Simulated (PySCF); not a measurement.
CH5NPb.
Atom-mapped SMILES: `[H]/[N:1]=[CH:2]\[PbH3:3]` (hydrogens: H4 on N1; H5 on C2; H6, H7, H8 on Pb3)

Cartesian coordinates in Å at the PBE0-D3(BJ)/def2-SVP level; atoms count from 1:
```xyz
8
CH5NPb angstrom
N      2.0223   -0.4008   -0.1105
C      1.1059    0.3483    0.3229
Pb    -1.1110    0.0776   -0.0450
H      1.6649   -1.1812   -0.6739
H      1.3945    1.2185    0.9402
H     -1.8385    1.5218   -0.7484
H     -1.2171   -1.2744   -1.1820
H     -1.9649   -0.3284    1.4441
```

Computed with PBE0-D3(BJ)/def2-SVP geometry optimisation, gas phase, def2 core potentials past Kr in PySCF 2.14.0.

Masses are those of the commonest isotopes; rigid-rotor values at the optimised geometry. 

What are A, B and C (cm⁻¹)?

Ia = 16.85, Ib = 194.24, Ic = 202.78 u·Å²; 505379 MHz·u·Å²/I gives 29993, 2602 and 2492 MHz, that is A = 1.00045, B = 0.08679, C = 0.08313 cm⁻¹.

Classify the top.

A near-prolate asymmetric top: κ = (2 × 2602 − 29993 − 2492)/(29993 − 2492) = -0.99.

What does the inertial defect say?

Not planar: Δ = Ic − Ia − Ib = -8.31 u·Å². For a rigid frame Δ = −2 Σ m c², so Σ m c² = 4.15 u·Å² lies off the ab plane, practically all of it from hydrogen. The atom farthest from that plane is 1.51 Å away.

Give the other two planar moments, Paa and Pbb, and the rms extents of the mass along the axes.

Paa = Σ m a² = (Ib + Ic − Ia)/2 = 190.08 and Pbb = Σ m b² = (Ia + Ic − Ib)/2 = 12.70 u·Å². With the mass M = 239.02 u, the rms extents √(P/M) along a, b and c are 0.89, 0.23, 0.13 Å.

Predict some low-J microwave lines.

The dipole components are |μa| = 1.22 D, |μb| = 0.03 D, |μc| = 0.00 D. Intensities carry the squares of the components, which stand as 1.00 : 0.00 : 0.00 (a : b : c). Some lines, for components of 0.1 D or more:

| type | branch | J(Ka,Kc) | MHz | lower level (cm⁻¹) |
| --- | --- | --- | --- | --- |
| a | Q | 2(1,1) ← 2(1,2) | 329 | 1.420 |
| a | Q | 3(1,2) ← 3(1,3) | 658 | 1.924 |
| a | R | 1(0,1) ← 0(0,0) | 5094 | 0.000 |
| a | R | 2(1,2) ← 1(1,1) | 10079 | 1.084 |
| a | R | 2(0,2) ← 1(0,1) | 10188 | 0.170 |
| a | R | 2(1,1) ← 1(1,0) | 10298 | 1.087 |
| a | R | 3(1,3) ← 2(1,2) | 15118 | 1.420 |
| a | R | 3(0,3) ← 2(0,2) | 15281 | 0.510 |
| a | R | 3(2,2) ← 2(2,1) | 15282 | 4.172 |
| a | R | 3(2,1) ← 2(2,0) | 15284 | 4.172 |
| a | R | 3(1,2) ← 2(1,1) | 15447 | 1.431 |

Not checked by PBE0-D3(BJ)/def2-SVP frequencies. Zero-point vibration and centrifugal distortion are left out. A rigid rotor knows nothing of internal rotation, which can split or shift real lines. Quadrupole hyperfine structure (14N) is left out.

On Arm Neoverse N1, one thread, no GPU, shared host, this took 24 s of wall time and 0.35 GiB of memory at its peak. This is the geometry optimisation.
